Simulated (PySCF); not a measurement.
**Potential energy of CaF along the bond**

Set-up: PySCF, spin-free X2C with a Gaussian nucleus, basis sets Ca x2c-TZVPall, F x2c-TZVPall. Energies in eV from Ca + F in their ground configurations at the same level. All curves are PBE0. state 1: ²Σ⁺ (doublet), unpaired electrons σ ↑; state 2: quartet, unpaired electrons σ ↑, π ↑↑, a second solution, started from another occupation.

```tsv
R (Å)	state 1	state 2
1.680	-4.550	5.2668
1.758	-5.070	4.2221
1.836	-5.358	3.4651
1.894	-5.460	3.0401
1.953	-5.488	2.7096
2.012	-5.459	2.4537
2.090	-5.356	2.2009
2.187	-5.157	1.9872
2.304	-4.859	1.8298
2.461	-4.416	1.7179
```

Put a parabola through the three lowest points of the state 1 curve and estimate Re, k and ωe (reduced mass 12.88 u; 1 eV/Å² = 0.16022 mdyn/Å; ωe = 1302.8·√(k/μ) cm⁻¹).

Through R = 1.894, 1.953, 2.012 Å the second-order coefficient is 8.19 eV/Å², so Re ≈ 1.952 Å, k ≈ 2.62 mdyn/Å and ωe ≈ 588 cm⁻¹. A polynomial fit of higher order to the unrounded PBE0 energies gives Re = 1.950 Å, k = 2.66 mdyn/Å, ωe = 593 cm⁻¹; anharmonicity and rounding make the difference.

The higher-order fit for each curve: state 1: Re = 1.950 Å, ωe = 593 cm⁻¹, De = 5.49 eV. State 2 gave no clean fit.

The state is the lowest determinant that a PBE0 search found; another state may lie lower at other levels.
